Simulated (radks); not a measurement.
The numbers below are computed, except where a source is named.
Removal energies from the iridium ion Ir5+, [Xe] 4f14 5d4, by Delta-SCF beside the eigenvalue of the level emptied. Code: a radial shooting solver on a logarithmic mesh with Libxc functionals. Model: non-relativistic Kohn-Sham, PBE, spin-polarised, spherical densities, point nucleus. Open shells are filled with parallel spins first.

5d: final configuration [Xe] 4f14 5d3; Delta-SCF (eV) 75.329; -eigenvalue (eV) 67.766
5p: final configuration [Kr] 4d10 4f14 5s2 5p5 5d4; Delta-SCF (eV) 118.57; -eigenvalue (eV) 110.04
5s: final configuration [Kr] 4d10 4f14 5s1 5p6 5d4; Delta-SCF (eV) 147.89; -eigenvalue (eV) 138.88
4f: final configuration [Xe] 4f13 5d4; Delta-SCF (eV) 152.06; -eigenvalue (eV) 137.25
